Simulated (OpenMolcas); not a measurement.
**Ni2+: moving or changing the point charges**

Ni2+ among 5 point charges of -2 e arranged as a trigonal bipyramid (D3h), 1.87 Å from the ion, with the axial distance 2.225 Å.
```
   1.8700    0.0000    0.0000  -2.00
  -0.9350    1.6195    0.0000  -2.00
  -0.9350   -1.6195    0.0000  -2.00
   0.0000    0.0000    2.2253  -2.00
   0.0000    0.0000   -2.2253  -2.00
```

| Item | Value |
| --- | --- |
| Program | OpenMolcas 26.06 |
| Method | CASSCF |
| Basis | ANO-RCC-VDZP [5s4p2d1f] |
| Scalar Hamiltonian | DKH2, point nucleus |
| Active space | 8 electrons in 5 orbitals (3d) |
| State averaging | 2S+1 = 3 even, 10 roots; 2S+1 = 1 even, 15 roots |
| Spin-orbit coupling | state interaction with AMFI integrals over the reference wave functions |

Runs around this geometry, states (labels of D3, the rotations of D3h). Energies in cm-1 above the lowest state or level, χT in cm3 K/mol.

```csv
R (Å),q (e),Axial / equatorial distance,Ground state,First state of that spin,First gap with spin-orbit (degeneracies),χT at 300 K,First state of another spin
1.87,-1.6,1.19,3E,3E 2279,"0.2 (1, 1)",2.776,1A1 16552
1.87,-2,1.19,3E,3E 2663,"0.3 (1, 1)",2.696,1A1 16550
2.04,-2,1.19,3E,3E 1966,"0.3 (1, 1)",2.861,1A1 16443
1.87,-2,1.29,3E,3A1 1777,"0.6 (1, 1)",2.789,1A1 15970
```

Taking the first state of the same spin as R^-n, n = -ln(1966 / 2663) / ln(2.04 / 1.87) = 3.5 between the shortest and longest distance.

Scaling the charges by -1.6 / -2 = 0.80 scales the first state of the same spin by 2279 / 2663 = 0.86; with fixed orbitals a first-order splitting would follow the charge.

An orbital doublet at a regular site is open to a Jahn-Teller distortion, which this geometry leaves out. Without dynamic correlation the repulsion within the d shell is too large (B by tens of per cent), so at a given field states of lower spin stand too high. The ground term spreads over less than 5000 cm-1, several times less than with real ligands, so orbital moments are less quenched and χT lies further from the spin-only value than at real sites. Point charges carry no covalency, so the field is a model and not that of real ligands. No measured value stands beside these numbers.
